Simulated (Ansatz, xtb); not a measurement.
Relative energy of two isomers of C4H9NSi

Structure I is `CC[C@@H]([SiH3])C#N`, a singlet and structure II is `C[C@@H](C#N)C[SiH3]`, a singlet. Both are isolated molecules in the gas phase, relaxed with PBE0-D3(BJ)/def2-SVP, each in the lowest conformer that the search found.

Task: Which of the two would you expect CCSD(T)/def2-SVP + ΔMP2/def2-TZVPP electronic energies to favour?

Result: Too close to call at this level: CCSD(T)/def2-SVP + ΔMP2/def2-TZVPP gives E(II) − E(I) = +0.73 kcal/mol.

Level by level:

| level | geometry | E(II) − E(I) (kcal/mol) | departure from the last row (kcal/mol) | job, with rough time for the two |
| --- | --- | --- | --- | --- |
| GFN2-xTB | GFN2-xTB | +2.22 | +1.49 | optimisation, 0.18 s |
| HF/STO-3G | GFN2-xTB | +1.56 | +0.83 | single point, 0.36 s |
| r2SCAN-D4/def2-SVP | GFN2-xTB | +1.16 | +0.43 | single point, 2.8 s |
| PBE0-D3(BJ)/def2-SVP | PBE0-D3(BJ)/def2-SVP | +1.18 | +0.44 | optimisation, 36 s |
| HF/def2-SVP | PBE0-D3(BJ)/def2-SVP | +0.80 | +0.07 | part of the CCSD(T) run |
| MP2/def2-SVP | PBE0-D3(BJ)/def2-SVP | +1.02 | +0.29 | part of the CCSD(T) run |
| CCSD(T)/def2-SVP | PBE0-D3(BJ)/def2-SVP | +0.74 | +0.01 | single point |
| CCSD(T)/def2-SVP + ΔMP2/def2-TZVPP | PBE0-D3(BJ)/def2-SVP | +0.73 |  | single point, 34 s |

As drawn, both hold the same kinds of bond in the same numbers.

The largest departure from CCSD(T)/def2-SVP + ΔMP2/def2-TZVPP is that of GFN2-xTB, 1.49 kcal/mol. The last row adds to CCSD(T) the change of the MP2 difference between the two basis sets, here −0.01 kcal/mol.

With thermal terms from frequencies at re-optimised GFN2-xTB minima (ideal gas, soft modes damped towards free rotors, one conformer each, 298.15 K, 1 atm): on the last row, ΔE + ΔZPE = +0.58, ΔH = +0.53, ΔG = +0.63 kcal/mol.

The correlated steps freeze 10 core orbitals. Run with Ansatz 0.2.0, xtb 6.7.1; the last row on 2 threads of Intel(R) Xeon(R) 6975P-C (Granite Rapids) on a shared host.
